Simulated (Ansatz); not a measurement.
Consider the redistribution: `Cl[Si](Cl)(Br)Br` + `[NH2][Ge][OH]` → `O[Si](Cl)(Br)Br` + `[NH2][Ge][Cl]`.

Gas-phase electronic energies from Ansatz, PBE0-D4/def2-TZVP geometries. CBS: MP2 limit from def2 TZ/QZ plus the TZ coupled-cluster correction, frozen cores. Functionals use def2-TZVPP. HSE06 is defined as in plane-wave codes. For Br, Ge outer-core shells are correlated without core-valence functions, which leaves a few kJ/mol of doubt a bond. Scalar relativity is left out up to krypton. One conformer a species, not always the lowest.

Problem. Is it downhill or uphill in electronic energy at CCSD(T)/CBS, and by how much? (An estimate is asked.)

Solution. Ansatz gave: Downhill: ΔE = -66.2 kJ/mol.

Problem. What do these levels give: r2SCAN-D4, HSE06-D4, BLYP, MP2/def2-TZVPP, SCS-MP2/def2-TZVPP, CCSD(T)/def2-TZVPP? (Estimate.)

Solution. Ansatz gave: r2SCAN-D4 -69.4, HSE06-D4 -67.8, BLYP -69.5, MP2/def2-TZVPP -62.3, SCS-MP2/def2-TZVPP -64.0, CCSD(T)/def2-TZVPP -66.6 kJ/mol.

Largest T1 diagnostic among the species: 0.014.

Leaving LDA and LC-ωPBE aside and taking each functional with its dispersion term where it has one, the values, not all of them listed here, spread over 12.9 kJ/mol, from BHLYP-D4 to revPBE-D4. From r2SCAN to r2SCAN0 (25 % exact exchange), in def2-TZVPP and without D4, ΔE moves by −3.1 kJ/mol.
